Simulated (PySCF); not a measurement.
Te(F)(Et) (C2H5FTe), SMILES CC[Te]F. Atoms are numbered in the order given.

```xyz
9

Te    -0.0645     0.2003     0.6078
F     -1.2744     0.9259    -0.7433
C      0.6043    -1.3498    -0.7272
C      1.0758    -0.7947    -2.0557
H     -0.2365    -2.0484    -0.8426
H      1.4018    -1.8730    -0.1734
H      1.9701    -0.1654    -1.9371
H      0.2883    -0.1803    -2.5158
H      1.3190    -1.6152    -2.7504
```

Geometry optimised at PBE0-D3(BJ)/def2-SVP. The def2 effective core potentials stand for the cores of Te; spin–orbit coupling is left out. The values are those of a single conformer.

Method: PySCF with TDDFT-ωB97X/def2-SVPD.

Vertical excitations. Gas-phase values at a fixed geometry.

```json
[
 {"state": "S1", "energy (eV)": "2.33", "λ (nm)": "533", "f": "0.000", "main pairs": "HOMO→LUMO 98 %"},
 {"state": "S2", "energy (eV)": "4.80", "λ (nm)": "258", "f": "0.000", "main pairs": "HOMO→LUMO+1 78 %, HOMO→LUMO+5 14 %"},
 {"state": "S3", "energy (eV)": "5.18", "λ (nm)": "239", "f": "0.017", "main pairs": "HOMO−1→LUMO 94 %"},
 {"state": "S4", "energy (eV)": "6.00", "λ (nm)": "206", "f": "0.174", "main pairs": "HOMO→LUMO+2 88 %"},
 {"state": "S5", "energy (eV)": "6.86", "λ (nm)": "181", "f": "0.069", "main pairs": "HOMO→LUMO+3 94 %"},
 {"state": "S6", "energy (eV)": "7.10", "λ (nm)": "175", "f": "0.030", "main pairs": "HOMO→LUMO+4 78 %"},
 {"state": "S7", "energy (eV)": "7.31", "λ (nm)": "170", "f": "0.006", "main pairs": "HOMO→LUMO+5 70 %, HOMO→LUMO+1 12 %"},
 {"state": "S8", "energy (eV)": "7.63", "λ (nm)": "162", "f": "0.031", "main pairs": "HOMO−4→LUMO 24 %, HOMO−2→LUMO 19 %, HOMO−1→LUMO+1 14 %, HOMO−5→LUMO 8 %"},
 {"state": "S9", "energy (eV)": "7.68", "λ (nm)": "161", "f": "0.010", "main pairs": "HOMO−5→LUMO 38 %, HOMO→LUMO+6 15 %, HOMO−1→LUMO+1 12 %, HOMO−2→LUMO 8 %"},
 {"state": "S10", "energy (eV)": "7.75", "λ (nm)": "160", "f": "0.018", "main pairs": "HOMO−4→LUMO 36 %, HOMO−5→LUMO 17 %, HOMO−1→LUMO+1 17 %, HOMO−3→LUMO 14 %"},
 {"state": "T1", "energy (eV)": "1.65", "λ (nm)": "753", "f": "0", "main pairs": "HOMO→LUMO 95 %"},
 {"state": "T2", "energy (eV)": "4.16", "λ (nm)": "298", "f": "0", "main pairs": "HOMO→LUMO+1 68 %, HOMO→LUMO+5 19 %"},
 {"state": "T3", "energy (eV)": "4.51", "λ (nm)": "275", "f": "0", "main pairs": "HOMO−1→LUMO 91 %"},
 {"state": "T4", "energy (eV)": "6.00", "λ (nm)": "207", "f": "0", "main pairs": "HOMO→LUMO+2 86 %"}
]
```
Triplets are in the Tamm–Dancoff approximation, which puts them higher than full response would, so one can lie above its singlet here.
